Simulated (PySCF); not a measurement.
C3H7O, charge -1, singlet, geometry from GFN2-xTB (in this run its highest filled SCF level lies above zero, so its values depend strongly on the basis, on diffuse functions most of all); SA2-CASSCF(2,4)/STO-3G in PySCF.

Input for PySCF:
```python
from pyscf import gto, scf, mcscf
import numpy

mol = gto.Mole()
mol.atom = '''
    O     0.088997    1.430884   -0.081187
    C     0.013438    0.200251    0.328992
    H     0.010017    0.091697    1.487979
    C    -1.296849   -0.566139   -0.115409
    C     1.215780   -0.722829   -0.122668
    H    -1.330104   -0.626892   -1.202977
    H     1.234970   -0.786853   -1.210386
    H    -2.169563   -0.008754    0.222425
    H     2.152911   -0.278309    0.209939
    H    -1.336527   -1.575855    0.302077
    H     1.132107   -1.729802    0.294946
'''
mol.basis = 'sto-3g'
mol.charge = -1
mol.spin = 0
mol.verbose = 4
mol.build()

mf = scf.RHF(mol)
mf.kernel()
mc = mcscf.CASSCF(mf, 4, 2)
mc.fix_spin_(ss=0.0)
mc = mc.state_average_([0.5, 0.5])
mc.kernel()
```

What the program printed (banner, timings and long lists left out):

```
PySCF version 2.14.0

[INPUT] verbose = 4
[INPUT] num. atoms = 11
[INPUT] num. electrons = 34
[INPUT] charge = -1
[INPUT] spin (= nelec alpha-beta = 2S) = 0
[INPUT] symmetry False subgroup None
[INPUT] Mole.unit = angstrom
[INPUT] Symbol           X                Y                Z      unit          X                Y                Z       unit  Magmom
[INPUT]  1 O      0.088997000000   1.430884000000  -0.081187000000 AA    0.168179955908   2.703978876022  -0.153421194875 Bohr   0.0
[INPUT]  2 C      0.013438000000   0.200251000000   0.328992000000 AA    0.025394139662   0.378419546170   0.621704777173 Bohr   0.0
[INPUT]  3 H      0.010017000000   0.091697000000   1.487979000000 AA    0.018929386590   0.173282216444   2.811872789104 Bohr   0.0
[INPUT]  4 C     -1.296849000000  -0.566139000000  -0.115409000000 AA   -2.450689434916  -1.069847658435  -0.218091402310 Bohr   0.0
[INPUT]  5 C      1.215780000000  -0.722829000000  -0.122668000000 AA    2.297491227724  -1.365948844893  -0.231808924248 Bohr   0.0
[INPUT]  6 H     -1.330104000000  -0.626892000000  -1.202977000000 AA   -2.513532277188  -1.184654189681  -2.273297064151 Bohr   0.0
[INPUT]  7 H      1.234970000000  -0.786853000000  -1.210386000000 AA    2.333755072054  -1.486936670292  -2.287298045008 Bohr   0.0
[INPUT]  8 H     -2.169563000000  -0.008754000000   0.222425000000 AA   -4.099879879990  -0.016542662494   0.420322333256 Bohr   0.0
[INPUT]  9 H      2.152911000000  -0.278309000000   0.209939000000 AA    4.068412160563  -0.525927788002   0.396727212865 Bohr   0.0
[INPUT] 10 H     -1.336527000000  -1.575855000000   0.302077000000 AA   -2.525669988087  -2.977934362026   0.570842798530 Bohr   0.0
[INPUT] 11 H      1.132107000000  -1.729802000000   0.294946000000 AA    2.139372173703  -3.268852029725   0.557367161536 Bohr   0.0

nuclear repulsion = 125.540165071696
number of shells = 19
number of NR pGTOs = 81
number of NR cGTOs = 27
basis = sto-3g
ecp = {}

******** <class 'pyscf.scf.hf.RHF'> ********
method = RHF
initial guess = minao
damping factor = 0
level_shift factor = 0
DIIS = <class 'pyscf.scf.diis.CDIIS'>
diis_start_cycle = 1
diis_space = 8
diis_damp = 0
SCF conv_tol = 1e-09
SCF conv_tol_grad = None
SCF max_cycles = 50
direct_scf = True
direct_scf_tol = 1e-13
Set gradient conv threshold to 3.16228e-05
Initial guess from minao.
init E= -190.375423599801
  HOMO = -0.230401522527639  LUMO = 0.485003845170343  gap/eV = 19.46717
cycle= 1 E= -189.727625204414  delta_E= 0.648  |g|= 0.599  |ddm|= 3.83
  HOMO = 0.3235052375683  LUMO = 0.842014281290555  gap/eV = 14.10935
cycle= 2 E= -189.862689171357  delta_E= -0.135  |g|= 0.206  |ddm|= 1.32
  HOMO = 0.145307150078261  LUMO = 0.876149682058934  gap/eV = 19.88724
cycle= 3 E= -189.876940651053  delta_E= -0.0143  |g|= 0.0541  |ddm|= 0.369
  HOMO = 0.125746475152319  LUMO = 0.862389541188905  gap/eV = 20.04508
cycle= 4 E= -189.878169958354  delta_E= -0.00123  |g|= 0.0133  |ddm|= 0.0943
  HOMO = 0.129443832401356  LUMO = 0.864670608844784  gap/eV = 20.00654
cycle= 5 E= -189.878299840579  delta_E= -0.00013  |g|= 0.00286  |ddm|= 0.0417
  HOMO = 0.129506732684975  LUMO = 0.864472674244807  gap/eV = 19.99944
cycle= 6 E= -189.878305902344  delta_E= -6.06e-06  |g|= 0.000287  |ddm|= 0.0103
  HOMO = 0.12940485238041  LUMO = 0.864519219989806  gap/eV = 20.00348
cycle= 7 E= -189.878305945106  delta_E= -4.28e-08  |g|= 6.81e-05  |ddm|= 0.00068
  HOMO = 0.129432643254591  LUMO = 0.864517414284949  gap/eV = 20.00268
cycle= 8 E= -189.87830594742  delta_E= -2.31e-09  |g|= 9.96e-06  |ddm|= 0.000154
  HOMO = 0.12943892760614  LUMO = 0.864517631437809  gap/eV = 20.00251
cycle= 9 E= -189.878305947495  delta_E= -7.54e-11  |g|= 1.63e-06  |ddm|= 3.6e-05
  HOMO = 0.129438918762011  LUMO = 0.864517654117964  gap/eV = 20.00251
Extra cycle  E= -189.878305947498  delta_E= -2.39e-12  |g|= 6.94e-07  |ddm|= 3.72e-06
converged SCF energy = -189.878305947498

******** <class 'pyscf.mcscf.addons.StateAverageCASSCF'> ********
CAS (1e+1e, 4o), ncore = 16, nvir = 7
max_cycle_macro = 50
max_cycle_micro = 4
conv_tol = 1e-07
conv_tol_grad = None
orbital rotation max_stepsize = 0.02
orbital rotation threshold for CI restart = 0.01
augmented hessian ah_max_cycle = 30
augmented hessian ah_conv_tol = 1e-12
augmented hessian ah_linear dependence = 1e-14
augmented hessian ah_level shift = 1e-08
augmented hessian ah_start_tol = 2.5
augmented hessian ah_start_cycle = 3
augmented hessian ah_grad_trust_region = 3
kf_trust_region = 3
kf_interval = 4
ci_response_space = 4
ci_grad_trust_region = 3
with_dep4 0
natorb = False
canonicalization = True
sorting_mo_energy = False
ao2mo_level = 2
internal_rotation = False
******** <class 'pyscf.mcscf.addons.StateAverageSpinPenaltyFCISolver'> ********
max. cycles = 50
conv_tol = 1e-08
davidson only = True
linear dependence = 1e-12
level shift = 0.001
max iter space = 12
nroots = 2
pspace_size = 400
spin = None
State-average over 2 states with weights [0.5, 0.5]
CASCI E = -189.638672745981  S^2 = 0.0000000
Set conv_tol_grad to 0.000316228
macro iter   1 ( 21 JK    4 micro), CASSCF E = -189.673243292067  dE = -3.45705461e-02  S^2 = 0.0000000
               |grad[o]|=0.237  |ddm|=0.0178  |maxRot[o]|=0.296
macro iter   2 ( 21 JK    4 micro), CASSCF E = -189.681446552874  dE = -8.20326081e-03  S^2 = 0.0000000
               |grad[o]|=0.0998  |ddm|=0.0206  |maxRot[o]|=0.313
macro iter   3 ( 21 JK    4 micro), CASSCF E = -189.683538622178  dE = -2.09206930e-03  S^2 = 0.0000000
               |grad[o]|=0.0477  |ddm|=0.0159  |maxRot[o]|=0.232
macro iter   4 ( 21 JK    4 micro), CASSCF E = -189.683652091308  dE = -1.13469129e-04  S^2 = 0.0000000
               |grad[o]|=0.0119  |ddm|=0.00258  |maxRot[o]|=0.257
macro iter   5 ( 21 JK    4 micro), CASSCF E = -189.683715474867  dE = -6.33835599e-05  S^2 = 0.0000000
               |grad[o]|=0.00706  |ddm|=0.00113  |maxRot[o]|=0.312
macro iter   6 ( 21 JK    4 micro), CASSCF E = -189.683803584569  dE = -8.81097013e-05  S^2 = 0.0000000
               |grad[o]|=0.0052  |ddm|=0.000509  |maxRot[o]|=0.313
macro iter   7 ( 21 JK    4 micro), CASSCF E = -189.683890399398  dE = -8.68148292e-05  S^2 = 0.0000000
               |grad[o]|=0.00366  |ddm|=0.000269  |maxRot[o]|=0.313
macro iter   8 ( 14 JK    3 micro), CASSCF E = -189.683908798857  dE = -1.83994589e-05  S^2 = 0.0000000
               |grad[o]|=0.00163  |ddm|=0.000162  |maxRot[o]|= 0.19
macro iter   9 (  3 JK    1 micro), CASSCF E = -189.683908854383  dE = -5.55264705e-08  S^2 = 0.0000000
               |grad[o]|=2.87e-05  |ddm|=4.72e-05  |maxRot[o]|=0.00944
1-step CASSCF converged in   9 macro (164 JK  32 micro) steps
CASSCF canonicalization
Density matrix diagonal elements [1.48034871e+00 1.90637659e-02 5.76902910e-04 5.00010622e-01]
CASSCF energy = -189.683908854383
CASCI E = -189.683908854383  E(CI) = -0.216310350968456  S^2 = 0.0000000
CASCI state-averaged energy = -189.683908854383
CASCI energy for each state
  State 0 weight 0.5  E = -189.860417325306 S^2 = 0.0000000
  State 1 weight 0.5  E = -189.50740038346 S^2 = 0.0000000
```
